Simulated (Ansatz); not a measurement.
Computed with Ansatz on PBE0-D4/def2-TZVP structures; ΔE is electronic, products minus reactants. CBS: MP2 limit from def2 TZ/QZ plus the TZ coupled-cluster correction, frozen cores. This one scheme is used for every species. DFT in def2-TZVPP. B3LYP here is the variant with VWN-RPA as its local correlation; programs differ in this. Each species was taken in one conformer, which may not be the lowest.

Consider the ligand exchange at a B–O bond: `NBO[SiH2]F` + H–F → `NBF` + `O[SiH2]F`.

```
             level  ΔE (kcal/mol)  difference from CCSD(T)/CBS
            PBE-D4           -4.7                         -1.5
         r2SCAN-D4           -5.1                         -1.9
           PBE0-D4           -4.1                         -0.9
          B3LYP-D4           -4.5                         -1.3
           ωB97X-V           -4.9                         -1.7
           ωB97M-V           -4.8                         -1.6
            B2PLYP           -5.2                         -2.0
               PBE           -5.7                         -2.5
            r2SCAN           -5.5                         -2.3
              PBE0           -5.1                         -1.9
             B3LYP           -6.1                         -2.9
     HF/def2-TZVPP           -6.0                         -2.8
    MP2/def2-TZVPP           -3.4                         -0.2
SCS-MP2/def2-TZVPP           -4.1                         -0.9
   CCSD/def2-TZVPP           -4.1                         -0.9
CCSD(T)/def2-TZVPP           -3.8                         -0.6
     HF/def2-QZVPP           -5.8                         -2.6
    MP2/def2-QZVPP           -3.0                          0.2
SCS-MP2/def2-QZVPP           -3.6                         -0.4
      HF/CBS(def2)           -5.7                         -2.5
     MP2/CBS(def2)           -2.8                          0.4
    CCSD/CBS(def2)           -3.4                         -0.2
       CCSD(T)/CBS           -3.2                            0
```

Largest T1 diagnostic among the species: 0.012.

In def2-TZVPP, CCSD(T) changes the Hartree–Fock value by +2.1 kcal/mol (the triples alone add +0.3 kcal/mol) and MP2 by +2.6 kcal/mol. The D4 term adds +1.6 kcal/mol with B3LYP and +0.9 kcal/mol with PBE0; it sums over pairs of atoms, weighted by their polarisabilities, and B3LYP, whose exchange is more repulsive, gets the larger term.
